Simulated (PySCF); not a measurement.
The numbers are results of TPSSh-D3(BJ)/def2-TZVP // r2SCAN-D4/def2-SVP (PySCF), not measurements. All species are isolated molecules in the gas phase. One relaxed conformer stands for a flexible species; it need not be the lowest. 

Reference species: [Zn(OH)2] (neutral, multiplicity 1).

```
Property          Value
-------------  --------
HOMO–LUMO gap   6.07 eV
HOMO           -7.47 eV
```

Changed species: [Zn(SH)2] (2 of 2 OH replaced by SH; the reference has 0 of 2 OH replaced by SH).

### Question
What does the change do to the HOMO–LUMO gap and HOMO?

### Answer
the HOMO–LUMO gap falls by 0.50 eV, to 5.57 eV; the HOMO rises by 0.59 eV, to -6.88 eV.
